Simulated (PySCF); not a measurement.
Isomers of C8H10Ge.

All values: B3LYP/def2-SVPD (PySCF) at PBE0-D3(BJ)/def2-SVP geometries, gas phase, one conformer each. Core orbitals are frozen in the response; Δα² is half the sum of the squared differences of the principal polarisabilities. The calculation is non-relativistic, for germanium too.

(1) Rank by HOMO energy, highest first.
A. `[CH2:1]=[CH:2][CH2:3][C:4]#[C:5][CH2:6][C:7]#[C:8][GeH3:9]` with C1–C2–C3–C4 125°
B. `[CH2:1]=[CH:2][c:3]1[cH:4][cH:5][cH:6][c:7]([GeH3:8])[cH:9]1` with C1–C2–C3–C4 -5°
C. `[CH:1]#[C:2][C:3]1=[C:4]([CH2:5][CH3:6])[CH:7]=[CH:8][GeH2:9]1` with C3–C4–C5–C6 -101°
D. `CC#[C][Ge@H]1[CH]=CC(C)=[CH]1`

(2) Rank by HOMO–LUMO gap, highest first.
A. `[C](#CC)[Ge@@H]1[CH]=C(C=[CH]1)C`
B. `[CH:1]#[C:2][C:3]1=[C:4]([CH2:5][CH3:6])[CH:7]=[CH:8][GeH2:9]1` with C3–C4–C5–C6 -101°
C. `[CH2:1]=[CH:2][CH2:3][C:4]#[C:5][CH2:6][C:7]#[C:8][GeH3:9]` with C1–C2–C3–C4 125°

## Answers

(1) C (-6.11 eV), D (-6.35 eV), B (-6.49 eV), A (-7.10 eV).

(2) C (6.82 eV), A (4.90 eV), B (4.13 eV).

All values together:

```csv
SMILES,μ (D),HOMO (eV),LUMO (eV),α (Å³),Δα (Å³),ΔSCF removal energy (eV)
C=CCC#CCC#[C][GeH3],0.73,-7.10,-0.28,19.57,13.48,8.82
C=Cc1ccc[c]([GeH3])c1,0.66,-6.49,-1.50,19.77,14.21,8.29
C#C[C]1=C(CC)C=[CH][GeH2]1,1.11,-6.11,-1.98,19.24,10.04,7.91
CC#[C][Ge@H]1[CH]=CC(C)=[CH]1,0.98,-6.35,-1.45,18.62,9.82,8.22
```

Conformers: `[CH2:1]=[CH:2][CH2:3][C:4]#[C:5][CH2:6][C:7]#[C:8][GeH3:9]` with C1–C2–C3–C4 125°; `[CH2:1]=[CH:2][c:3]1[cH:4][cH:5][cH:6][c:7]([GeH3:8])[cH:9]1` with C1–C2–C3–C4 -5°; `[CH:1]#[C:2][C:3]1=[C:4]([CH2:5][CH3:6])[CH:7]=[CH:8][GeH2:9]1` with C3–C4–C5–C6 -101°.
